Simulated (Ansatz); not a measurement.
A run for Ansatz (a program for electronic structure): U-PBE0/def2-TZVPP on TaB, 2S+1 = 7, a spin state set in the input, which need not be the lowest. Elements past Kr take the def2 small-core potentials; no spin–orbit coupling.

Ansatz 0.2 input:
```yaml
crystal:
  periodic: [false, false, false]
  atoms:
    - {symbol: Ta, position_ang: [0.00000000, 0.00000000, 0.00000000]}
    - {symbol: B, position_ang: [0.00000000, 0.00000000, 2.41300000]}
basis:
  gaussian:
    orbitals: def2-TZVPP
hamiltonian:
  xc: {name: PBE0}
magnetization: {spin_polarized: true, initial_magnetization: 6}
relax: {f_tol: 0.002, max_steps: 120}
```

The log:

```
WARN ansatz: RAYON_NUM_THREADS=2 ignored (pool sized by the plan → 2); use --threads N
Functional definition: PBE0
integrals: 0.02 GiB planned
577 factors; their error is unknown
mean field: 0.27 GiB planned
mean field evaluation 1: about -2217.6367 eV, gradient 1.3e1 eV
mean field evaluation 2: about -2217.4813 eV, gradient 1.5e1 eV
mean field evaluation 4: about -2218.6517 eV, gradient 2.4e0 eV
mean field evaluation 8: about -2218.6979 eV, gradient 6.3e-2 eV
mean field evaluation 16: about -2218.6981 eV, gradient 2.0e-5 eV
mean field -2218.69808461 eV, -81.5356507217 hartree, gradient 2.0e-5 eV, S^2 12.006033; 3 other end points of the search recorded, 0 dependent functions left out
the calculation of the forces begins
reference -2218.69811277 eV, -81.5356517566 hartree; 12, 6 occupied and 75, 81 virtual orbitals, 577 factors
relax step   1: F+E_penalty+E_count = -2218.69808461 eV  Δ(F+E_penalty+E_count) = +0.000e0 eV  max|allowed force component| = 2.896e0 eV/Å  Δτ_max = 0.0000 Å  (70 SCF iters, accepted)
these checks for a lower state are left out or cut short: starts, cluster_reference, orbital_swaps, neighbouring_geometries, increment
integrals: 0.02 GiB planned
577 factors; their error is unknown
mean field: 0.27 GiB planned
mean field evaluation 32: about -2219.2543 eV, gradient 2.0e-1 eV
mean field -2219.25848996 eV, -81.5562452385 hartree, gradient 1.9e-5 eV, S^2 12.003426; 0 other end points of the search recorded, 0 dependent functions left out
the calculation of the forces begins
reference -2219.25851701 eV, -81.5562462327 hartree; 12, 6 occupied and 75, 81 virtual orbitals, 577 factors
relax step   2: F+E_penalty+E_count = -2219.25848996 eV  Δ(F+E_penalty+E_count) = -5.604e-1 eV  max|allowed force component| = 1.246e0 eV/Å  Δτ_max = 0.1950 Å  (47 SCF iters, accepted)
these checks for a lower state are left out or cut short: starts, cluster_reference, orbital_swaps, neighbouring_geometries, increment
integrals: 0.02 GiB planned
577 factors; their error is unknown
mean field: 0.27 GiB planned
mean field -2219.29611645 eV, -81.5576279865 hartree, gradient 2.2e-5 eV, S^2 12.003825; 0 other end points of the search recorded, 0 dependent functions left out
the calculation of the forces begins
reference -2219.29614370 eV, -81.5576289879 hartree; 12, 6 occupied and 75, 81 virtual orbitals, 577 factors
relax step   3: F+E_penalty+E_count = -2219.29611645 eV  Δ(F+E_penalty+E_count) = -3.763e-2 eV  max|allowed force component| = 9.540e-2 eV/Å  Δτ_max = 0.0345 Å  (45 SCF iters, accepted)
these checks for a lower state are left out or cut short: starts, cluster_reference, orbital_swaps, neighbouring_geometries, increment
integrals: 0.02 GiB planned
577 factors; their error is unknown
mean field: 0.27 GiB planned
mean field -2219.29638408 eV, -81.5576378219 hartree, gradient 1.9e-5 eV, S^2 12.003791; 0 other end points of the search recorded, 0 dependent functions left out
the calculation of the forces begins
reference -2219.29641131 eV, -81.5576388227 hartree; 12, 6 occupied and 75, 81 virtual orbitals, 577 factors
relax step   4: F+E_penalty+E_count = -2219.29638408 eV  Δ(F+E_penalty+E_count) = -2.676e-4 eV  max|allowed force component| = 9.972e-4 eV/Å  Δτ_max = 0.0028 Å  (40 SCF iters, accepted)
integrals: 0.02 GiB planned
577 factors; their error is unknown
mean field: 0.27 GiB planned
mean field evaluation 64: about -2219.2949 eV, gradient 8.5e-2 eV
mean field -2219.29638408 eV, -81.5576378219 hartree, gradient 2.2e-5 eV, S^2 12.003791; 4 other end points of the search recorded, 0 dependent functions left out
the calculation of the forces begins
reference -2219.29641131 eV, -81.5576388227 hartree; 12, 6 occupied and 75, 81 virtual orbitals, 577 factors
Total energy: -2219.29641131 eV, -81.5576388227 hartree
Atom 0 at    -0.000000     0.000000     0.163285 Å, force    -0.000000    -0.000000    -0.000997 eV/Å
Atom 1 at     0.000000    -0.000000     2.249715 Å, force     0.000000     0.000000     0.000997 eV/Å
Dipole moment:    -0.000000    -0.000000    -0.649195 e Å
```

Self-consistency was reached.

Cost: very roughly 15 core-seconds.
